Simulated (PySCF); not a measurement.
## A search over the determinants of SnI

Unrestricted PBE0; Sn def2-SVP with ECP28, I def2-SVP with ECP28; scalar-relativistic core potentials (PySCF 2.14). Outer shells of the fragments: Sn 4d10 5s2 5p2; I 4d10 5s2 5p5.

Followed along the bond (rough minima from three points):

```csv
2Ms+1,unpaired,⟨S²⟩ at the start,R at minimum (Å),Te (eV)
2,π ↑,0.75,2.74,0.00
4,"σ ↑, π ↑↑",3.75,none in the scan,≤ 2.81
```

Solutions found at the starting distance of 2.660 Å, counted from the lowest of them; the search is not exhaustive and high or unbound solutions are not listed, so other states can lie among these:

```
2Ms+1   unpaired   term  E (eV)  ⟨S²⟩  ⟨Lz²⟩  μ (D)
    2        π ↑     ²Π    0.00  0.75   1.01  -1.97
    2        σ ↑    ²Σ⁺    2.44  0.75   0.00  -1.73
    4  σ ↑, π ↑↑    ⁴Σ⁻    2.85  3.75   0.00  -0.04
    2  σ ↓, π ↑↑  mixed    3.45  1.77   0.00   0.75
    4      π ↑↑↑     ⁴Π    3.51  3.76   1.00   3.69
    2      π ↑↑↓  mixed    3.81  1.76   3.02   3.70
```

A term symbol is given only where ⟨S²⟩ and ⟨Lz²⟩ are close to those of a pure state; real π, δ and φ orbitals otherwise mix terms. A positive dipole means Sn(−)I(+).

Spin–orbit coupling is left out. Counting both spins, an empty level lies below a filled one in some of these solutions, because spin and occupation are held.
